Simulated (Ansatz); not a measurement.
Geometry optimisation, Ansatz, RKS PBE/def2-SVP.

Input file:

```yaml
crystal:
  periodic: [false, false, false]
  atoms:
    - { symbol: W, position_ang: [0.010923, -0.246741, 0.136351] }
    - { symbol: H, position_ang: [0.205347, 0.879439, 1.406547] }
    - { symbol: F, position_ang: [1.780601, -0.359717, 0.650153] }
    - { symbol: H, position_ang: [0.333643, 1.452021, 0.072356] }
    - { symbol: F, position_ang: [-1.803132, -0.180075, 0.432495] }
    - { symbol: F, position_ang: [0.161543, -2.102988, -0.357862] }
    - { symbol: H, position_ang: [0.120576, 0.428061, -1.400441] }
basis:
  gaussian: { orbitals: def2-SVP }
hamiltonian:
  xc: pbe
relax:
  f_tol: 0.03
  max_steps: 50
```

Launched with:

```bash
$ ansatz run input.yaml --threads 1 --pin off --max-ram 2048MiB --backend cpu --events-out ev --progress --plain --runs-dir out
```

**Question.** Where does it end, and by what steps?

**Answer.** The run converged. After 8 steps the energy has fallen by 0.066 eV; F3 moved furthest, 0.15 Å.

```tsv
step	energy less start (eV)	largest force component (eV/Å)	accepted
0	0.0000	0.494	yes
1	-0.0042	0.435	yes
2	-0.0530	0.213	yes
3	-0.0275	0.542	no
4	-0.0627	0.172	yes
5	-0.0611	0.094	no
6	-0.0649	0.096	yes
7	-0.0659	0.047	yes
8	-0.0662	0.021	yes
```

```xyz
7
Properties=species:S:1:pos:R:3
W 0.101 -0.248 0.156
H 0.113 0.916 1.410
F 1.892 -0.402 0.558
H 0.203 1.485 0.102
F -1.724 -0.201 0.402
F 0.019 -2.119 -0.315
H 0.205 0.439 -1.374
```

The run took 30 s on 1 thread of Arm Neoverse V2, with other jobs on the host, peak memory 0.12 GiB.
